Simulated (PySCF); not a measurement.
## C₆ coefficients of unlike pairs at PBE

Calculated with PySCF 2.14 from the dipole response of each species, C₆(A,B) = (3/π) ∫ α_A(iu) α_B(iu) du, in atomic units, from isotropic polarisabilities. For ions this is the dispersion term alone; charge-induced terms of lower order in 1/R come first.

```tsv
species	configuration	basis	relativity	α (bohr³)	C₆ (like pair)
Te³⁺	[Kr] 4d10 5s2 5p1 (2P)	aug-cc-pVTZ-DK3 (8s7p5d2f)	spin-free X2C	10.43	51.07
Kr⁺	[Ar] 3d10 4s2 4p5 (2P)	aug-cc-pVTZ-DK (7s6p4d2f)	spin-free X2C	10.99	67.45
K⁺	[Ar] (1S)	dyall-av2z (17s13p2d)	none	5.205	22.79
Mn	[Ar] 3d5 4s2 (6S)	def2-QZVPPD (11s6p5d4f2g)	none	75.72	722.8
```

(1) Estimate C₆ for Kr⁺ with Te³⁺.

No spin-orbit coupling is included.

The other pairs:

```json
{"pair": "Mn, Kr⁺", "C₆": "181.7"}
{"pair": "K⁺, Te³⁺", "C₆": "33.06"}
{"pair": "K⁺, Kr⁺", "C₆": "38.50"}
{"pair": "Mn, Te³⁺", "C₆": "164.5"}
{"pair": "Mn, K⁺", "C₆": "94.39"}
```

Answers

(1) The integral gives 58.52. The combination rule 2 C_A C_B / (C_A α_B/α_A + C_B α_A/α_B) gives 58.47 and the geometric mean 58.69.
